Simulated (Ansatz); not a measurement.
Correlation energies of AsH4N (`N[AsH2]`) by basis set

```xyz
6

N     0.523   -0.299   -0.744
As    0.043   -0.182    1.043
H    -0.083    0.201   -1.379
H     1.473    0.021   -0.877
H    -1.282   -0.918    0.887
H    -0.675    1.176    1.070
```

Total charge 0; spin multiplicity 1. Correlated methods include outer-core shells of As, which these sets cover unevenly. Scalar relativity is left out up to krypton. All single points use the PBE0-D4/def2-TZVP geometry. Frozen core, restricted reference, the Gaussian-basis code of Ansatz.

| basis | HF (Eh) | MP2 corr. |
| --- | --- | --- |
| def2-SVP | -2290.63863 | -0.41534 |
| def2-TZVPP | -2290.99101 | -0.49599 |
| def2-QZVPP | -2291.03969 | -0.79431 |

(1) Estimate the CCSD correlation energy and the (T) correction in each basis where they were run (hartree).

Answers

(1) 
```
     basis  CCSD corr.       (T)
  def2-SVP    -0.43729  -0.01133
def2-TZVPP    -0.51526  -0.01862
```
